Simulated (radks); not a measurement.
Values are calculated unless marked as measured or tabulated.
Numerical settings for the iron ion Fe2+, [Ar] 3d6. Code: a radial shooting solver on a logarithmic mesh with Libxc functionals. Model: Dirac Kohn-Sham, PBEsol, spin-unpolarised, spherical densities, finite nucleus; open shells are shared between the two j in proportion to 2j + 1; Fermi nuclear charge, rms radius 3.7377 fm. The defaults (mesh step 0.008 in ln r, mesh end at 40 bohr or more with all orbitals vanishing there, Anderson mixing 0.5 over 9 steps, residual threshold near 1e-9 with the energy settled to 1e-9 hartree or 1e-11 of itself, here a cap of 74 iterations) give E = -1270.3705 hartree and 3d5/2 at -25.621 eV in 15 iterations. Run on one thread of a shared host, so times are rough (Intel(R) Xeon(R) 6975P-C): 0.07 s of CPU time, 0.07 s wall, 15 iterations on 2189 mesh points. Changes against that run (0 stands for a change within the tolerance of the run):

mesh step in ln r 0.012: iterations 15; converged yes; E (mhartree) 0; e(3d5/2) (meV) 0; CPU (s) 0.04
mesh step in ln r 0.03: iterations 15; converged yes; E (mhartree) +0.000266; e(3d5/2) (meV) 0; CPU (s) 0.02
mesh step in ln r 0.05: iterations 15; converged yes; E (mhartree) +0.00739; e(3d5/2) (meV) -0.00325; CPU (s) 0.02
mesh end (bohr) 20: iterations 15; converged yes; E (mhartree) 0; e(3d5/2) (meV) 0; CPU (s) 0.07
mesh end (bohr) 400: iterations 15; converged yes; E (mhartree) 0; e(3d5/2) (meV) 0; CPU (s) 0.07
residual threshold 0.01: iterations 10; converged yes; E (mhartree) 0; e(3d5/2) (meV) -0.078; CPU (s) 0.05
residual threshold 1e-16: iterations 74; converged no; E (mhartree) 0; e(3d5/2) (meV) 0; CPU (s) 0.18
mixing 2.5: iterations 14; converged yes; E (mhartree) 0; e(3d5/2) (meV) 0; CPU (s) 0.07
linear mixing, mixing 0.8: iterations 74; converged no; E (mhartree) +1.02e+03; e(3d5/2) (meV) +8.48e+03; CPU (s) 0.39
linear mixing, mixing 1: iterations 74; converged no; E (mhartree) +2.5e+04; e(3d5/2) (meV) +1.9e+04; CPU (s) 0.64
mixing history 20: iterations 16; converged yes; E (mhartree) 0; e(3d5/2) (meV) 0; CPU (s) 0.07
iteration cap 8: iterations 8; converged no; E (mhartree) +0.000229; e(3d5/2) (meV) -8.08; CPU (s) 0.04

No run marked as converged misses the energy by more than 1 mhartree. A mesh that ends early acts as a hard wall.
